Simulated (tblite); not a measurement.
C₄H₄F₄O.
Bonds: O1–C2 (double), C2–F3, C2–C4, C4–C5, C5–C6, C6–F7, C6–F8, C6–F9. Hydrogens: H10, H11 on C4; H12, H13 on C5.

Computed with GFN2-xTB (tblite), gas phase: L-BFGS steps from a force-field or distance-geometry start until the largest atomic force falls under 0.01 eV/Å.

Step 12: E = -914.6782 eV
```
atom  x, y, z in Å  |  force x, y, z in eV/Å
O1     -1.6921    1.1925   -1.1482   -0.007   0.045  -0.045
C2     -1.5953    0.6976   -0.0850   -0.024   0.001   0.015
F3     -2.2305    1.2444    0.9819   -0.030  -0.015  -0.016
C4     -0.8635   -0.5532    0.3104    0.020   0.002   0.027
C5      0.4536   -0.6827   -0.4542    0.021  -0.001  -0.036
C6      1.4810    0.3110    0.0628   -0.003   0.005   0.014
F7      1.7678    0.1026    1.3581    0.015  -0.020   0.010
F8      2.6372    0.2207   -0.6061   -0.008  -0.007   0.003
F9      1.0729    1.5814   -0.0319    0.004  -0.001  -0.007
H10    -0.6995   -0.5602    1.3882    0.015   0.000   0.050
H11    -1.5136   -1.3949    0.0561    0.008  -0.012   0.015
H12     0.8812   -1.6793   -0.3353   -0.018  -0.003   0.001
H13     0.2963   -0.4793   -1.5147    0.006   0.004  -0.031
```

Step 13: E = -914.6785 eV
```
atom  x, y, z in Å  |  force x, y, z in eV/Å
O1     -1.6917    1.1948   -1.1481   -0.008   0.029  -0.009
C2     -1.5971    0.6977   -0.0853   -0.007   0.000  -0.019
F3     -2.2343    1.2417    0.9817   -0.033  -0.013  -0.022
C4     -0.8638   -0.5528    0.3104    0.025   0.005   0.021
C5      0.4536   -0.6836   -0.4548    0.020   0.015  -0.021
C6      1.4811    0.3096    0.0630    0.012   0.013   0.013
F7      1.7691    0.1019    1.3580    0.007  -0.030   0.014
F8      2.6376    0.2204   -0.6058   -0.006  -0.016  -0.004
F9      1.0739    1.5801   -0.0312   -0.008   0.011  -0.009
H10    -0.6990   -0.5546    1.3884    0.016  -0.015   0.039
H11    -1.5136   -1.3961    0.0588    0.014   0.001   0.022
H12     0.8823   -1.6799   -0.3376   -0.029  -0.004   0.007
H13     0.2976   -0.4787   -1.5152   -0.002   0.004  -0.033
```

Step 14: E = -914.6788 eV
```
atom  x, y, z in Å  |  force x, y, z in eV/Å
O1     -1.6916    1.1977   -1.1482   -0.007   0.004   0.028
C2     -1.5991    0.6979   -0.0861    0.012  -0.001  -0.043
F3     -2.2388    1.2387    0.9810   -0.036  -0.013  -0.027
C4     -0.8637   -0.5523    0.3108    0.022   0.012   0.009
C5      0.4538   -0.6842   -0.4559    0.008   0.027   0.000
C6      1.4814    0.3085    0.0633    0.021   0.014   0.006
F7      1.7705    0.1007    1.3582   -0.002  -0.033   0.011
F8      2.6379    0.2199   -0.6055    0.000  -0.019  -0.009
F9      1.0748    1.5790   -0.0307   -0.014   0.016  -0.006
H10    -0.6982   -0.5494    1.3894    0.016  -0.025   0.015
H11    -1.5131   -1.3973    0.0619    0.023   0.016   0.029
H12     0.8829   -1.6805   -0.3397   -0.037  -0.002   0.010
H13     0.2988   -0.4781   -1.5164   -0.007   0.004  -0.023
```

Step 15: E = -914.6792 eV
```
atom  x, y, z in Å  |  force x, y, z in eV/Å
O1     -1.6916    1.2011   -1.1481   -0.001  -0.022   0.051
C2     -1.6011    0.6979   -0.0872    0.028   0.000  -0.049
F3     -2.2447    1.2352    0.9796   -0.037  -0.016  -0.029
C4     -0.8631   -0.5514    0.3114    0.015   0.022  -0.005
C5      0.4543   -0.6842   -0.4571   -0.009   0.031   0.020
C6      1.4821    0.3076    0.0639    0.022   0.008  -0.006
F7      1.7721    0.0986    1.3585   -0.011  -0.028   0.000
F8      2.6382    0.2189   -0.6054    0.008  -0.017  -0.010
F9      1.0755    1.5780   -0.0302   -0.011   0.014   0.003
H10    -0.6969   -0.5442    1.3909    0.017  -0.030  -0.016
H11    -1.5121   -1.3983    0.0660    0.031   0.030   0.034
H12     0.8826   -1.6812   -0.3418   -0.040   0.004   0.011
H13     0.3000   -0.4773   -1.5181   -0.011   0.004  -0.003
```

Problem. Estimate the geometry and energy of step 16. (The exact step hangs on the optimiser's Hessian estimate; all steps are aligned on step 15, rigid shifts and turns removed.)

Solution. E = -914.6796 eV, largest force 0.065 eV/Å
```
atom  x, y, z in Å  |  force x, y, z in eV/Å
O1     -1.6916    1.2051   -1.1478    0.009  -0.043   0.048
C2     -1.6031    0.6978   -0.0887    0.034   0.003  -0.032
F3     -2.2527    1.2308    0.9771   -0.036  -0.024  -0.026
C4     -0.8619   -0.5499    0.3122    0.006   0.031  -0.017
C5      0.4549   -0.6837   -0.4585   -0.025   0.026   0.031
C6      1.4833    0.3066    0.0645    0.013  -0.004  -0.020
F7      1.7738    0.0953    1.3589   -0.019  -0.016  -0.017
F8      2.6388    0.2173   -0.6056    0.015  -0.009  -0.008
F9      1.0762    1.5772   -0.0296    0.002   0.006   0.016
H10    -0.6949   -0.5387    1.3924    0.020  -0.029  -0.045
H11    -1.5102   -1.3991    0.0716    0.033   0.040   0.032
H12     0.8814   -1.6819   -0.3442   -0.039   0.013   0.013
H13     0.3014   -0.4764   -1.5202   -0.014   0.007   0.024
```

The energy changes by -0.0005 eV. The first-order estimate −F·Δx gives -0.0006 eV and the mean of the old and new forces, exact on a quadratic surface, -0.0004 eV. The step makes an angle of 73° with the force vector and moves no atom by more than 0.009 Å.
